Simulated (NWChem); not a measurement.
System: C2H5ClGe; SMILES [C](=C)([GeH3])Cl

NWChem input:

```
start job
memory heap 200 mb stack 900 mb global 1100 mb
geometry units angstroms noautoz
  C     -1.797309    -1.002120     0.000000
  C     -0.508906    -0.655648     0.000000
  Cl     0.735386    -1.879591     0.000000
  Ge     0.165718     1.176549     0.000000
  H     -2.570538    -0.229091     0.000000
  H     -2.117165    -2.048469     0.000000
  H     -1.039466     2.132212     0.000000
  H      1.025900     1.394663    -1.253956
  H      1.025900     1.394663     1.253956
end
basis spherical
  * library def2-svp
end
dft
  xc xtpss03 ctpss03
  iterations 150
  mulliken
end
task dft energy
```

Coordinates come from a PBE0/def2-SVP optimisation.

**Question.** What results follow from this input? (TPSS/def2-SVP.) Quantities: basis functions; energy (Ha); highest occupied level (eV); orbital gap (eV); dipole (D).

**Answer.** 
* **number of basis functions**: 103
* **energy (Ha)**: -2615.94
* **highest occupied level (eV)**: -6.36
* **orbital gap (eV)**: 5.12
* **dipole (D)**: 1.27
